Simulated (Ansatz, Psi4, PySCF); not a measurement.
C₆H₁₃BO₂, charge -1, doublet, at a GFN2-xTB geometry (a state made from the parent by changing its charge; the spin is typed, not shown lowest) (in this run its highest filled SCF level lies above zero, so its values depend strongly on the basis, on diffuse functions most of all). Base run: WB97X/STO-3G run with PySCF.

Geometry (Å):
```xyz
22

C     -1.7744    -0.0319     0.9149
C     -0.7512    -0.1272    -0.2451
C     -1.1062    -1.3649    -1.0869
O     -0.8250     1.0163    -1.0169
B      0.1858     2.0305    -0.4401
O      0.9621     1.2089     0.5902
C      0.7103    -0.1288     0.3250
C      0.8959    -0.9717     1.5972
C      1.7004    -0.6496    -0.7430
H     -2.7519     0.2085     0.4970
H     -1.4741     0.7792     1.5731
H     -1.8448    -0.9641     1.4753
H     -2.1654    -1.3331    -1.3420
H     -0.5377    -1.3698    -2.0126
H     -0.9055    -2.2830    -0.5332
H      0.9117     2.4403    -1.3557
H      0.3636    -0.5247     2.4321
H      1.9549    -1.0074     1.8529
H      0.5383    -1.9907     1.4435
H      1.5205    -0.1083    -1.6677
H      2.7164    -0.4341    -0.4114
H      1.5987    -1.7223    -0.9097
```
Charge -1, spin multiplicity 2.
Orbitals are unrestricted.
All else is at PySCF's defaults.

The same geometry, method and basis name were run in Ansatz (a first-principles code) and Psi4 and PySCF, at each program's defaults and at the settings that a row names. The base is PySCF at its defaults. Differences at the defaults can come from grids, fitting, cores and function types together.

```json
[
 {"code and settings": "PySCF, defaults (exact integrals, its default grid, spherical functions)", "ΔE vs base (µEh)": "0.0", "basis functions": "58", "E (Eh)": "-406.41569", "SCF cycles": "11"},
 {"code and settings": "Psi4, defaults (density fitting with its default set, its default grid, spherical functions)", "ΔE vs base (µEh)": "-2669", "basis functions": "58", "E (Eh)": "-406.41836", "SCF cycles": "9"},
 {"code and settings": "Ansatz, defaults (factorised integrals, its default grid, spherical functions)", "ΔE vs base (µEh)": "2.9", "basis functions": "58", "E (Eh)": "-406.41569", "SCF cycles": "-"},
 {"code and settings": "PySCF, density fitting with def2-universal-jkfit", "ΔE vs base (µEh)": "-2680", "basis functions": "58", "E (Eh)": "-406.41837", "SCF cycles": "11"},
 {"code and settings": "PySCF, fine grid", "ΔE vs base (µEh)": "-2.6", "basis functions": "58", "E (Eh)": "-406.41570", "SCF cycles": "11"},
 {"code and settings": "Psi4, exact integrals, spherical functions, fine grid", "ΔE vs base (µEh)": "-2.1", "basis functions": "58", "E (Eh)": "-406.41569", "SCF cycles": "12"},
 {"code and settings": "Ansatz, high accuracy", "ΔE vs base (µEh)": "-1.9", "basis functions": "58", "E (Eh)": "-406.41569", "SCF cycles": "-"}
]
```

Open shells are given as the SCF converged; they aren't shown to be the lowest states, and a large step between rows can be another state.
